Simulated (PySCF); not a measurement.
Species: C5H5N3.
SMILES with atom numbers: `[CH2:1]=[CH:2][c:3]1[n:4][cH:5][n:6][cH:7][n:8]1` (hydrogens: H9, H10 on C1; H11 on C2; H12 on C5; H13 on C7)

Structure used (PBE0-D3(BJ)/def2-SVP), in Å, numbered top down from 1:
```xyz
13
C5H5N3 angstrom
C     -2.5309    0.2283    0.0712
C     -1.5144   -0.6278    0.2158
C     -0.1085   -0.2337    0.0778
N      0.1848    1.0425   -0.2081
C      1.4743    1.3165   -0.3154
N      2.4708    0.4454   -0.1650
C      2.0719   -0.7907    0.1160
N      0.8134   -1.1893    0.2489
H     -3.5676   -0.0975    0.1806
H     -2.3348    1.2784   -0.1613
H     -1.6712   -1.6838    0.4482
H      1.7484    2.3530   -0.5489
H      2.8521   -1.5503    0.2504
```

Computed with PySCF 2.14.0, PBE0-D3(BJ)/def2-SVP geometry optimisation, gas phase.

Take the most abundant isotopes and a rigid rotor. The values belong to one conformer with, in the numbering `[CH2:1]=[CH:2][c:3]1[n:4][cH:5][n:6][cH:7][n:8]1`, C1–C2–C3–N4 0°.

(1) Give the principal moments of inertia and the rotational constants in MHz.

(2) What kind of rotor is it?

(3) Is it planar, by Δ = Ic − Ia − Ib?

(4) Which lines would a microwave search look for?

Results:

(1) Ia = 87.68, Ib = 297.46, Ic = 385.14 u·Å²; 505379 MHz·u·Å²/I gives A = 5764, B = 1699, C = 1312 MHz.

(2) An asymmetric top: κ = (2 × 1699 − 5764 − 1312)/(5764 − 1312) = -0.83.

(3) Planar: Δ = Ic − Ia − Ib = 0.00 u·Å². For a rigid frame Δ = −2 Σ m c², so it vanishes when all atoms lie in the ab plane; here none is more than 0.01 Å from it.

(4) The dipole components are |μa| = 1.07 D, |μb| = 0.17 D, |μc| = 0.00 D; the mirror of this Cs structure is the ab plane, so μc vanishes by symmetry and there are no c-type lines. The squared components, which scale the intensities, stand as 1.00 : 0.02 (a : b). Some lines, for components of 0.1 D or more:

| type | branch | J(Ka,Kc) | MHz | lower level (cm⁻¹) |
| --- | --- | --- | --- | --- |
| a | Q | 1(1,0) ← 1(1,1) | 387 | 0.236 |
| a | Q | 2(1,1) ← 2(1,2) | 1160 | 0.424 |
| b | R | 2(0,2) ← 1(1,1) | 1931 | 0.236 |
| a | R | 1(0,1) ← 0(0,0) | 3011 | 0.000 |
| b | Q | 1(1,0) ← 1(0,1) | 4452 | 0.100 |
| b | Q | 2(1,1) ← 2(0,2) | 4865 | 0.300 |
| a | R | 2(1,2) ← 1(1,1) | 5636 | 0.236 |
| a | R | 2(0,2) ← 1(0,1) | 5996 | 0.100 |
| a | R | 2(1,1) ← 1(1,0) | 6409 | 0.249 |
| b | R | 1(1,1) ← 0(0,0) | 7076 | 0.000 |
| b | R | 2(1,2) ← 1(0,1) | 9701 | 0.100 |
| b | Q | 2(2,0) ← 2(1,1) | 12221 | 0.463 |
| b | Q | 2(2,1) ← 2(1,2) | 13355 | 0.424 |
| b | R | 2(2,1) ← 1(1,0) | 18604 | 0.249 |
| b | R | 2(2,0) ← 1(1,1) | 19017 | 0.236 |

No frequency check. These are rigid-rotor constants of the computed structure; measured ground-state constants (B0) also hold zero-point vibration. Quadrupole hyperfine structure (14N) is left out.

The run took 35 s on an Intel Xeon Platinum 8488C with one thread, shared host, and the process peaked at 0.70 GiB of memory. That covers the optimisation of the geometry.
